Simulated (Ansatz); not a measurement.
Consider the formal exchange of groups at the Si–O bond: `C[S][Mg][O][SiH3]` + `C#CC=C` → `C#CC(=C)[SiH3]` + `C[S][Mg][OH]`.

Computed with Ansatz on PBE0-D4/def2-TZVP structures; ΔE is electronic, products minus reactants. CBS: MP2 limit from def2 TZ/QZ plus the TZ coupled-cluster correction, frozen cores. DFT in def2-TZVPP. B3LYP here is the variant with VWN-RPA as its local correlation; programs differ in this. For Mg outer-core shells are correlated without core-valence functions, which leaves a few kJ/mol of doubt a bond. Each species was taken in one conformer, which may not be the lowest.

```
             level  ΔE (kcal/mol)  difference from CCSD(T)/CBS
            PBE-D4           25.3                         -3.9
         r2SCAN-D4           28.4                         -0.8
          B3LYP-D4           28.4                         -0.8
           ωB97X-V           28.4                         -0.8
              PBE0           27.6                         -1.6
             B3LYP           29.9                          0.7
     HF/def2-TZVPP           34.3                          5.1
CCSD(T)/def2-TZVPP           29.0                         -0.2
    MP2/def2-QZVPP           28.6                         -0.6
     MP2/CBS(def2)           28.5                         -0.7
       CCSD(T)/CBS           29.2                            0
```

Largest T1 diagnostic among the species: 0.013.

From PBE to PBE0 (25 % exact exchange), in def2-TZVPP and without D4, ΔE moves by +1.3 kcal/mol. The D4 term adds −1.5 kcal/mol with B3LYP and −0.8 kcal/mol with PBE0; it sums over pairs of atoms, weighted by their polarisabilities, and B3LYP, whose exchange is more repulsive, gets the larger term. In def2-TZVPP, CCSD(T) changes the Hartree–Fock value by −5.2 kcal/mol (the triples alone add −0.8 kcal/mol) and MP2 by −5.9 kcal/mol.
